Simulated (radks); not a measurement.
Pt57+, configuration [Ar] 3d3.

Calculated with a radial shooting solver on a logarithmic mesh with Libxc functionals: scalar-relativistic Kohn-Sham, BLYP, spin-polarised, spherical densities, finite nucleus; open shells are filled with parallel spins first (spin-orbit coupling, left out, can overturn this in heavy ions); Fermi nuclear charge, rms radius 5.427 fm.

Energy parts (eV):
part                      energy
total                 -414052.66
kinetic                470257.74
electron-nucleus      -931405.93
Hartree                 52788.46
exchange-correlation    -5692.93

Orbitals (lengths in bohr, moments of r in powers of bohr; r(90%) holds 90 % of the orbital's charge):
| orbital | occ. | eigenvalue (eV) | r(90%) | <r^4> |
|---|---|---|---|---|
| 1s up | 1 | -82411.64 | 0.0313 | 4.517e-07 |
| 1s down | 1 | -82411.42 | 0.0313 | 4.516e-07 |
| 2s up | 1 | -17694.97 | 0.112 | 0.00006447 |
| 2s down | 1 | -17677.86 | 0.111 | 0.00006431 |
| 2p up | 3 | -15878.42 | 0.105 | 0.00005143 |
| 2p down | 3 | -15864.65 | 0.105 | 0.00005125 |
| 3s up | 1 | -6716.964 | 0.259 | 0.001905 |
| 3s down | 1 | -6697.275 | 0.259 | 0.001914 |
| 3p up | 3 | -6183.083 | 0.261 | 0.001960 |
| 3p down | 3 | -6163.193 | 0.262 | 0.001971 |
| 3d up | 3 | -5691.435 | 0.239 | 0.001340 |
| 3d down | 0 | -5666.202 | 0.240 | 0.001353 |

The highest occupied level is 3d up at -5691.4 eV. For comparison, the ionisation energy in NIST's Atomic Spectra Database is 5800 eV (theoretical). In exact Kohn-Sham theory the highest level is minus the ionisation energy, but local and semilocal functionals leave it too shallow, through self-interaction and a potential that decays too fast; potentials with the right tail come closer. The electron density at the nucleus is 2.111e+06 e/bohr^3 (large components only). The spin density at the nucleus is -73.0 e/bohr^3 (1s -11.5, 2s -211.7, 3s 150.2).
